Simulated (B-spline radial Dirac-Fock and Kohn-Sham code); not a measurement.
**Binding energies of Nd³¹⁺ at several levels of theory**

System: neodymium as Nd³¹⁺, [Ar] 3d10 4s1.

The density-functional columns are spherical, spin-unpolarised Dirac-Kohn-Sham results without Breit or QED terms: −ε is minus the orbital energy of the initial state and ΔSCF the difference of two total energies. The reference in the last column comes from multi-electron Dirac-Fock with separately optimised hole states, Breit and Lamb-shift corrections added in first order. All numbers are from a radial B-spline solver, in eV; a selection of levels is shown. For the 1s level of heavy atoms much of the gap between ΔSCF and the reference is the Breit and QED part, -174.4 eV here; for other levels the error of the functional can be larger.

```
level   LDA −ε  LDA ΔSCF  Dirac-Fock
    K  44481.2   44927.6     44763.1
   L1   8140.6    8239.7      8293.6
   L2   7772.9    7892.5      7890.9
   L3   7250.9    7361.8      7374.4
   M2   2432.4    2476.7      2497.9
   M3   2323.9    2366.4      2388.6
   M4   2055.3    2102.8      2101.6
   M5   2031.3    2078.2      2078.3
   N1   1222.0    1242.2      1236.9
```

For the outermost level NIST gives 1238.42 ± 0.17 eV (semi-empirical); the differences from it are LDA −ε -16.47, LDA ΔSCF +3.77, Dirac-Fock -1.56 eV.

Values without a named source are computed, but for edge energies of neutral atoms, which are taken from tables.
